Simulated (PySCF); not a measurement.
PySCF input for AlH3, SMILES [AlH3], ADC(3)/aug-cc-pVDZ. The structure is a stationary point at ωB97X-D3(BJ)/def2-TZVPD. The isomer is the one that the SMILES or the coordinates give; other isomers of the formula were not compared.

```python
import numpy as np
from pyscf import gto, scf, dft, adc

mol = gto.M(
    atom='''
    Al    0.00000000    0.00000000    0.00000000
    H     1.58269661    0.00000000    0.00000000
    H    -0.79134831    1.37065547    0.00000000
    H    -0.79134830   -1.37065547    0.00000000
    ''',
    basis='aug-cc-pVDZ',
    charge=0,
    spin=0,
    max_memory=1600,
    verbose=4,
)
mf = scf.RHF(mol)
mf.conv_tol = 1e-10
mf.max_cycle = 100
mf.kernel()
res = {}
for kind, nroots in (('ee', 6), ('ip', 6), ('ea', 2)):
    a = adc.ADC(mf).density_fit('aug-cc-pvdz-ri')
    a.method, a.method_type = 'adc(3)', kind
    e, v, p, x = a.kernel(nroots=nroots)
    res[kind] = (e * 27.211386245988, p)
for kind, (e, p) in res.items():
    print(kind, 'energies / eV', np.round(e, 3), 'strengths', np.round(p, 4))
```

It prints:

```
PySCF version 2.14.0

[INPUT] verbose = 4
[INPUT] num. atoms = 4
[INPUT] num. electrons = 16
[INPUT] charge = 0
[INPUT] spin (= nelec alpha-beta = 2S) = 0
[INPUT] symmetry False subgroup None
[INPUT] Mole.unit = angstrom
[INPUT] Symbol           X                Y                Z      unit          X                Y                Z       unit  Magmom
[INPUT]  1 Al     0.000000000000   0.000000000000   0.000000000000 AA    0.000000000000   0.000000000000   0.000000000000 Bohr   0.0
[INPUT]  2 H      1.582696610000   0.000000000000   0.000000000000 AA    2.990863131178   0.000000000000   0.000000000000 Bohr   0.0
[INPUT]  3 H     -0.791348310000   1.370655470000   0.000000000000 AA   -1.495431575037   2.590163449437   0.000000000000 Bohr   0.0
[INPUT]  4 H     -0.791348300000  -1.370655470000   0.000000000000 AA   -1.495431556140  -2.590163449437   0.000000000000 Bohr   0.0

nuclear repulsion = 13.6188280881243
number of shells = 23
number of NR pGTOs = 83
number of NR cGTOs = 54
basis = aug-cc-pVDZ
ecp = {}


[settings echo left out]
init E= -243.245714699162
  HOMO = -0.333621185611005  LUMO = -0.0142537190922005  gap/eV = 8.69043
cycle= 1 E= -243.618126354182  delta_E= -0.372  |g|= 0.157  |ddm|= 1.05
  HOMO = -0.436522137151356  LUMO = 0.00866746977888821  gap/eV = 12.11423
cycle= 2 E= -243.631610159434  delta_E= -0.0135  |g|= 0.0361  |ddm|= 0.322
  HOMO = -0.429673349132555  LUMO = 0.014727942469472  gap/eV = 12.09278
cycle= 3 E= -243.632533647501  delta_E= -0.000923  |g|= 0.00466  |ddm|= 0.116
  HOMO = -0.430624906849461  LUMO = 0.0142604058467635  gap/eV = 12.10595
cycle= 4 E= -243.632549705459  delta_E= -1.61e-05  |g|= 0.000379  |ddm|= 0.0159
  HOMO = -0.430704324872021  LUMO = 0.0142116919586375  gap/eV = 12.10678
cycle= 5 E= -243.632549809459  delta_E= -1.04e-07  |g|= 3.58e-05  |ddm|= 0.000848
  HOMO = -0.430702757500542  LUMO = 0.0142128684309051  gap/eV = 12.10677
cycle= 6 E= -243.632549810492  delta_E= -1.03e-09  |g|= 5.2e-06  |ddm|= 0.000212
  HOMO = -0.430702308969533  LUMO = 0.0142130401998761  gap/eV = 12.10676
cycle= 7 E= -243.632549810522  delta_E= -2.99e-11  |g|= 7.6e-07  |ddm|= 3.13e-05
  HOMO = -0.430702302674785  LUMO = 0.0142130650302232  gap/eV = 12.10676
Extra cycle  E= -243.632549810522  delta_E= -1.14e-13  |g|= 2.62e-07  |ddm|= 1.31e-06
converged SCF energy = -243.632549810522

******** <class 'pyscf.adc.radc.RADC'> ********
******** ADC Orbital Information ********
Number of Frozen Occupied Orbitals: 0
Number of Frozen Virtual Orbitals: 0
Number of Active Occupied Orbitals: 8
Number of Active Virtual Orbitals: 46
*****************************************
******** <class 'pyscf.df.df.DF'> ********
auxbasis = aug-cc-pvdz-ri
Reference correlation energy (doubles): -0.10781012
MP3 correlation energy of reference state (a.u.) = -0.10781012

******** <class 'pyscf.adc.radc_ee.RADCEE'> ********
max_space = 12
max_cycle = 50
conv_tol = 1e-08

*************************************************************
        ADC calculation summary (singlet states only)
*************************************************************
adc(3) root 0  |  Energy (Eh) =   0.1978514937  |  Energy (eV) =   5.38381337  |  Osc. strength = 0.00000000  |  conv = True
adc(3) root 1  |  Energy (Eh) =   0.1978514992  |  Energy (eV) =   5.38381352  |  Osc. strength = 0.00000000  |  conv = True
adc(3) root 2  |  Energy (Eh) =   0.3055462806  |  Energy (eV) =   8.31433779  |  Osc. strength = 0.17624112  |  conv = True
adc(3) root 3  |  Energy (Eh) =   0.3055462843  |  Energy (eV) =   8.31433789  |  Osc. strength = 0.17624169  |  conv = True
adc(3) root 4  |  Energy (Eh) =   0.3166281112  |  Energy (eV) =   8.61588976  |  Osc. strength = 0.00013085  |  conv = True
adc(3) root 5  |  Energy (Eh) =   0.3166281163  |  Energy (eV) =   8.61588990  |  Osc. strength = 0.00013081  |  conv = True

******** <class 'pyscf.adc.radc.RADC'> ********
******** ADC Orbital Information ********
Number of Frozen Occupied Orbitals: 0
Number of Frozen Virtual Orbitals: 0
Number of Active Occupied Orbitals: 8
Number of Active Virtual Orbitals: 46
*****************************************
******** <class 'pyscf.df.df.DF'> ********
auxbasis = aug-cc-pvdz-ri
Reference correlation energy (doubles): -0.10781012
MP3 correlation energy of reference state (a.u.) = -0.10781012

******** <class 'pyscf.adc.radc_ip.RADCIP'> ********
max_space = 12
max_cycle = 50
conv_tol = 1e-08

*************************************************************
        ADC calculation summary (doublet states only)
*************************************************************
adc(3) root 0  |  Energy (Eh) =   0.4128255997  |  Energy (eV) =  11.23355675  |  Spec. factor = 1.80046224  |  conv = True
adc(3) root 1  |  Energy (Eh) =   0.4128255998  |  Energy (eV) =  11.23355676  |  Spec. factor = 1.80046224  |  conv = True
adc(3) root 2  |  Energy (Eh) =   0.5381000898  |  Energy (eV) =  14.64244926  |  Spec. factor = 1.66334032  |  conv = True
adc(3) root 3  |  Energy (Eh) =   0.6230799244  |  Energy (eV) =  16.95486834  |  Spec. factor = 0.00000000  |  conv = True
adc(3) root 4  |  Energy (Eh) =   0.6323908458  |  Energy (eV) =  17.20823142  |  Spec. factor = 0.00011004  |  conv = True
adc(3) root 5  |  Energy (Eh) =   0.6323908478  |  Energy (eV) =  17.20823148  |  Spec. factor = 0.00011004  |  conv = True

******** <class 'pyscf.adc.radc.RADC'> ********
******** ADC Orbital Information ********
Number of Frozen Occupied Orbitals: 0
Number of Frozen Virtual Orbitals: 0
Number of Active Occupied Orbitals: 8
Number of Active Virtual Orbitals: 46
*****************************************
******** <class 'pyscf.df.df.DF'> ********
auxbasis = aug-cc-pvdz-ri
Reference correlation energy (doubles): -0.10781012
MP3 correlation energy of reference state (a.u.) = -0.10781012

******** <class 'pyscf.adc.radc_ea.RADCEA'> ********
max_space = 12
max_cycle = 50
conv_tol = 1e-08

*************************************************************
        ADC calculation summary (doublet states only)
*************************************************************
adc(3) root 0  |  Energy (Eh) =  -0.0052756136  |  Energy (eV) =  -0.14355676  |  Spec. factor = 1.91763389  |  conv = True
adc(3) root 1  |  Energy (Eh) =   0.0315331319  |  Energy (eV) =   0.85806022  |  Spec. factor = 1.99093267  |  conv = True
ee energies / eV [5.384 5.384 8.314 8.314 8.616 8.616] strengths [0.000e+00 0.000e+00 1.762e-01 1.762e-01 1.000e-04 1.000e-04]
ip energies / eV [11.234 11.234 14.642 16.955 17.208 17.208] strengths [1.8005e+00 1.8005e+00 1.6633e+00 0.0000e+00 1.0000e-04 1.0000e-04]
ea energies / eV [-0.144  0.858] strengths [1.9176 1.9909]
```

Self-consistency was reached.
